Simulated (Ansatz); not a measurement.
Frontier orbitals of CH₄FMoNO₂, SMILES `C[N]=[Mo](=[O])([OH])[F]`.

The species carries charge 0 and has multiplicity 1. Correlated methods include outer-core shells of Mo, which these sets cover unevenly. Mo: def2 effective core potential. The geometry is a stationary point of PBE0-D4/def2-TZVP. It is one conformer, not always the lowest. Basis def2-TZVPP, Ansatz.

A caution on the coupled-cluster cation, which keeps the state that its UHF reference found: large T1 diagnostic of the cation; spin contamination of the cation.

Compute the vertical ionisation energy as the energy of the cation minus that of the neutral molecule, at each level. (Estimate.)

Ansatz gave: 
```csv
level,IE (eV),difference from CCSD(T)/def2-TZVPP
PBE-D4/def2-TZVPP,9.64,-0.55
r2SCAN-D4/def2-TZVPP,9.70,-0.49
PBE0-D4/def2-TZVPP,9.90,-0.29
B3LYP-D4/def2-TZVPP,9.96,-0.23
ωB97X-V/def2-TZVPP,10.01,-0.18
ωB97M-V/def2-TZVPP,10.02,-0.17
B2PLYP/def2-TZVPP,10.11,-0.08
HF/def2-TZVPP,8.56,-1.63
MP2/def2-TZVPP,12.87,2.68
CCSD/def2-TZVPP,10.09,-0.10
CCSD(T)/def2-TZVPP,10.19,0.00
HF/def2-QZVPP,8.55,-1.64
MP2/def2-QZVPP,12.97,2.78
```

B3LYP here is the variant with VWN-RPA as its local correlation; programs differ in this.
